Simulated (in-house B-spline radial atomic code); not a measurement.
Configurations of In+, with energies counted from [Kr] 4d10 5s2. Computed with an all-electron radial atomic-structure program (B-spline basis): non-relativistic TPSSh, spin-polarised, spherical fractional occupations, point nucleus. Caution: exact exchange at fractional occupations of open shells leaves self-interaction of up to several eV. Shells without spins written out take the highest spin.

Occupations are held fixed; configurations that lie above the ionisation limit could autoionise.

```tsv
configuration	E - E(ref) (eV)	highest orbital	its <r> (bohr)
[Kr] 4d10 5s(0 up, 1 down) 5d(0 up, 1 down)	11.708	5d down	5.254
[Kr] 4d10 5s(1 up, 0 down) 6p(1 up, 0 down)	12.152	6p up	7.123
[Kr] 4d10 5s1 6d1	14.158	6d up	10.3
[Ar] 3d10 4s2 4p5 4d10 5s2 6s1	86.491	6s up	5.781
[Ar] 3d9 4s2 4p6 4d10 5s2 6s1	462.54	6s up	5.766
[Ar] 3d9 4s2 4p6 4d10 5s2 6p1	464.17	6p up	6.875
```

Q: Order these further configurations by energy, lowest first.
A. [Ar] 3d10 4s2 4p(3 up, 2 down) 4d10 5s2 6f(1 up, 0 down)
B. [Ar] 3d9 4s2 4p6 4d10 5s2 5d1
C. [Kr] 4d(5 up, 4 down) 4f(1 up, 0 down) 5s2
D. [Ar] 3d9 4s2 4p6 4d10 5s2 5f1
E. [Kr] 4d9 5s2 6f1

A: C (31.844 eV), E (33.628 eV), A (92.176 eV), B (463.66 eV), D (467.58 eV).

Q: How far above the reference does [Ar] 3d10 4s2 4p5 4d10 5s2 6p1 lie?

A: 88.119 eV; its least bound orbital is 6p up with <r> = 6.894 bohr.
